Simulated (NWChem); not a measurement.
C₂H₄FNOSi; SMILES O=C/C=N/[SiH2]F

```xyz
10

O     -0.5128    -3.2472     0.0000
C      0.2762    -2.3274     0.0000
C     -0.1619    -0.8893     0.0000
N      0.7134     0.0326     0.0000
Si     0.4481     1.7529     0.0000
F     -1.1241     2.1265     0.0000
H      1.3764    -2.4689     0.0000
H     -1.2518    -0.7363     0.0000
H      1.0708     2.2881    -1.2304
H      1.0708     2.2881     1.2304
```
Atoms are numbered in this order, from 1.

Program: NWChem. Pople sets run with spherical d functions. Medium grid unless said otherwise, to which SCAN and Minnesota functionals are sensitive. All runs use the structure optimised with B3LYP/6-31G* (spherical d). Total energies of different functionals are on different scales.

| level | energy (Ha) | highest occupied level (eV) | orbital gap (eV) | dipole (D) |
|---|---|---|---|---|
| B3LYP/6-31G* | -597.9599 | -7.20 | 4.44 | 1.86 |
| PBE/6-31G* | -597.4499 | -5.86 | 2.27 | 1.74 |
| r2SCAN/6-31G* | -597.7575 | -6.25 | 2.68 | 1.87 |
| B97-2/6-31G* | -597.8491 | -7.22 | 4.54 | 1.89 |
| M06/6-31G* | -597.7783 | -7.56 | 5.01 | 1.96 |
| HCTH/407/6-31G* | -597.8967 | -6.07 | 2.34 | 1.81 |
| PBE0/6-31G* | -597.4863 | -7.48 | 4.88 | 1.88 |
